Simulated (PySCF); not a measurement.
Mapped SMILES: `[CH:1]#[C:2][P:3]1[CH2:4][c:5]2[cH:6][cH:7][cH:8][cH:9][c:10]2[CH2:11]1`; H(Xn) means a hydrogen on atom n.

- geometry: GFN2-xTB
- shieldings: GIAO PBE0/pcSseg-1
- program: PySCF 2.14.0 with density-fitted response routines
- no solvent model, non-relativistic Hamiltonian, rapidly exchanging positions averaged, a single conformation

Problem. List the cross peaks expected in HSQC, COSY and HMBC spectra.

Solution. 

HSQC (one-bond C–H):
| δH | δC |
| --- | --- |
| 7.65 (H(C6)/H(C9)) | 132.2 (C6/C9) |
| 7.47 (H(C7)/H(C8)) | 131.7 (C7/C8) |
| 3.30 (H(C4)/H(C11)) | 41.2 (C4/C11) |
| 1.86 (H(C1)) | 98.1 (C1) |

COSY cross peaks (H two or three bonds apart, from the bond graph; peaks can be absent where the dihedral angle is near 90°):
| δH | δH |
| --- | --- |
| 7.65 (H(C6)/H(C9)) | 7.47 (H(C7)/H(C8)) |

HMBC (two and three bonds, from the bond graph):
| δH | δC |
| --- | --- |
| 7.65 (H(C6)/H(C9)) | 148.3 (C5/C10), 131.7 (C7/C8), 41.2 (C4/C11) |
| 7.47 (H(C7)/H(C8)) | 148.3 (C5/C10), 132.2 (C6/C9), 131.7 (C7/C8) |
| 3.30 (H(C4)/H(C11)) | 148.3 (C5/C10), 132.2 (C6/C9), 91.7 (C2), 41.2 (C4/C11) |
| 1.86 (H(C1)) | 91.7 (C2) |

Chemical shifts δ = σref − σ; TMS for 1H, 13C, all at this level.

Short H···H contacts in this conformer between protons four or more bonds apart (candidates for NOE cross peaks, intensity ∝ r⁻⁶): H(C9)···H(C11) 2.70 Å, H(C4)···H(C6) 2.71 Å.

Shifts are as computed. Against solution values, carbons near 30 ppm lie about +3 ppm off and those near 130 ppm about +5 ppm. Of 1211 compounds with measured shifts, 218 miss one by over three times the rms of a fit or turn the order of signals round; such compounds aren't used in these exercises.
